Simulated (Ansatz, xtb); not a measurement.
Relative energy of two isomers of C3H7BGeN2

Structure a: `Bn1ncc[c]1[GeH3]`, a singlet. Structure b: `Bn1c[c]([GeH3])cn1`, a singlet. Both are isolated molecules in the gas phase, relaxed with PBE0-D3(BJ)/def2-SVP; the shapes shown needn't be the lowest conformers.

a (Å):

```xyz
14

C     0.1234   -1.6888   -2.1799
C     0.3780   -2.1539   -0.8536
C     0.0724   -1.0938   -0.0400
B    -0.7634    1.2428   -0.5169
Ge    0.1714   -0.9787    1.8957
N    -0.3405   -0.0670   -0.8822
N    -0.3016   -0.4531   -2.1881
H    -0.7723    1.5155    0.6565
H    -1.0877    2.0060   -1.3829
H     0.2428   -2.2325   -3.1179
H     0.7366   -3.1350   -0.5493
H     1.1539    0.1239    2.3192
H     0.6745   -2.3484    2.3771
H    -1.2160   -0.6876    2.4881
```

b (Å):

```yaml
atoms:
  - { symbol: C, position_ang: [-0.4245, -0.4289, -0.7779] }
  - { symbol: C, position_ang: [-0.0398, -1.3775, 0.1315] }
  - { symbol: C, position_ang: [0.7709, -0.6277, 1.0532] }
  - { symbol: B, position_ang: [-0.0131, 2.0353, -1.0642] }
  - { symbol: Ge, position_ang: [-0.4943, -3.2552, 0.1427] }
  - { symbol: N, position_ang: [0.1266, 0.7794, -0.4038] }
  - { symbol: N, position_ang: [0.8635, 0.6354, 0.7327] }
  - { symbol: H, position_ang: [0.5378, 2.9934, -0.5987] }
  - { symbol: H, position_ang: [-0.6871, 2.0546, -2.0623] }
  - { symbol: H, position_ang: [-1.0466, -0.4979, -1.6685] }
  - { symbol: H, position_ang: [-1.3933, -3.5405, -1.0715] }
  - { symbol: H, position_ang: [0.7820, -4.1099, 0.0560] }
  - { symbol: H, position_ang: [-1.2429, -3.6118, 1.4386] }
  - { symbol: H, position_ang: [1.2837, -0.9993, 1.9421] }
```

Task: Estimate which is lower in electronic energy at CCSD(T)/def2-SVP + ΔMP2/def2-TZVPP, and by roughly how much.

Result: CCSD(T)/def2-SVP + ΔMP2/def2-TZVPP gives E(b) − E(a) = −0.18 kcal/mol, slightly favouring structure b, which is too small a margin to settle the true order.

How the difference moves with the method:

```json
{"level": "GFN2-xTB", "geometry": "GFN2-xTB", "E(b) − E(a) (kcal/mol)": "+0.93", "departure from the last row (kcal/mol)": "+1.11", "job, with rough time for the two": "optimisation, 0.18 s"}
{"level": "HF/STO-3G", "geometry": "GFN2-xTB", "E(b) − E(a) (kcal/mol)": "−0.69", "departure from the last row (kcal/mol)": "−0.51", "job, with rough time for the two": "single point, 0.84 s"}
{"level": "r2SCAN-D4/def2-SVP", "geometry": "GFN2-xTB", "E(b) − E(a) (kcal/mol)": "+0.09", "departure from the last row (kcal/mol)": "+0.27", "job, with rough time for the two": "single point, 8.4 s"}
{"level": "PBE0-D3(BJ)/def2-SVP", "geometry": "PBE0-D3(BJ)/def2-SVP", "E(b) − E(a) (kcal/mol)": "−0.26", "departure from the last row (kcal/mol)": "−0.08", "job, with rough time for the two": "optimisation, 2.4 min"}
{"level": "HF/def2-SVP", "geometry": "PBE0-D3(BJ)/def2-SVP", "E(b) − E(a) (kcal/mol)": "−2.06", "departure from the last row (kcal/mol)": "−1.88", "job, with rough time for the two": "part of the CCSD(T) run"}
{"level": "MP2/def2-SVP", "geometry": "PBE0-D3(BJ)/def2-SVP", "E(b) − E(a) (kcal/mol)": "−0.37", "departure from the last row (kcal/mol)": "−0.19", "job, with rough time for the two": "part of the CCSD(T) run"}
{"level": "CCSD(T)/def2-SVP", "geometry": "PBE0-D3(BJ)/def2-SVP", "E(b) − E(a) (kcal/mol)": "−0.54", "departure from the last row (kcal/mol)": "−0.36", "job, with rough time for the two": "single point"}
{"level": "CCSD(T)/def2-SVP + ΔMP2/def2-TZVPP", "geometry": "PBE0-D3(BJ)/def2-SVP", "E(b) − E(a) (kcal/mol)": "−0.18", "departure from the last row (kcal/mol)": "", "job, with rough time for the two": "single point, 3.3 min"}
```

As drawn, both hold the same kinds of bond in the same numbers.

The largest departure from CCSD(T)/def2-SVP + ΔMP2/def2-TZVPP is that of HF/def2-SVP, 1.88 kcal/mol. The last row adds to CCSD(T) the change of the MP2 difference between the two basis sets, here +0.36 kcal/mol.

With thermal terms from frequencies at re-optimised GFN2-xTB minima (ideal gas, soft modes damped towards free rotors, one conformer each, 298.15 K, 1 atm): on the last row, ΔE + ΔZPE = −0.31, ΔH = −0.14, ΔG = −0.72 kcal/mol.

The correlated steps freeze 15 core orbitals; the filled d shell of Ge is correlated, in a basis made for valence electrons. Programs: Ansatz 0.2.0, xtb 6.7.1; the last row on 2 threads of Arm Neoverse V1 on a shared host.
